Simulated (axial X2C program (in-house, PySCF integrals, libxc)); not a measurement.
Bond lengths and stretching modes, held linear, of OGeO⁺

Computed with an in-house all-electron X2C program for linear molecules (integrals from PySCF): two-component X2C with atomic mean-field Coulomb and Gaunt terms, Gaussian nuclei, basis O dyall-av3z, Ge dyall-v3z with contracted cores. Spin-free rows use the one-electron spin-free X2C Hamiltonian.

Masses O 15.995, Ge 73.921, O 15.995 u. States: 2c Ω = 3/2 (beyond evenly filled blocks: ω = 3/2); spin-free M_S = 1/2, Λ = 1 (beyond evenly filled blocks: π+α, π+β, π-α).

PBE0, 2c: energies above the lowest point

| r(O–Ge) (Å) | r(Ge–O) (Å) | E (meV) |
| --- | --- | --- |
| 1.5941 | 1.5941 | 75.13 |
| 1.5941 | 1.6350 | 23.46 |
| 1.5941 | 1.6759 | 14.19 |
| 1.6350 | 1.5941 | 23.46 |
| 1.6350 | 1.6350 | 0.00 |
| 1.6350 | 1.6759 | 17.70 |
| 1.6350 | 1.7167 | 60.22 |
| 1.6759 | 1.5941 | 14.19 |
| 1.6759 | 1.6350 | 17.70 |
| 1.6759 | 1.6759 | 65.42 |
| 1.7167 | 1.6350 | 60.22 |
| 1.7167 | 1.7167 | 239.52 |

**Question.** Fit a quadratic surface with cubic terms in each bond: where is the minimum, and what are the two stretching wavenumbers?

**Answer.** At PBE0, 2c: bonds 1.635 and 1.635 Å; harmonic stretches 458.0 and 857.0 cm⁻¹; force constants 4.15, 4.15 and coupling 2.77 mdyn/Å.

The other levels and Hamiltonians give:

| Hamiltonian | level | r(O–Ge) (Å) | r(Ge–O) (Å) | lower stretch (cm⁻¹) | upper stretch (cm⁻¹) |
| --- | --- | --- | --- | --- | --- |
| 2c | r2SCAN | 1.642 | 1.642 | 827.7 | 843.9 |
| spin-free | PBE0 | 1.635 | 1.635 | 477.2 | 855.5 |
| spin-free | r2SCAN | 1.642 | 1.642 | 827.8 | 843.6 |

Each state is one determinant, the lowest of a limited PBE0 search; the stretches come from a fit to these few points and carry an uncertainty of a few per cent. Other orders of the atoms were not compared. Left out for rough or failed fits: HF 2c, MP2 2c, HF spin-free, MP2 spin-free. The levels spread by more than a fifth, so the stretches depend strongly on the method. The molecule was held linear; bending was not examined, so a bent shape may lie lower. Note: functional without a current term on a determinant with orbital currents, of the molecule or an atom.
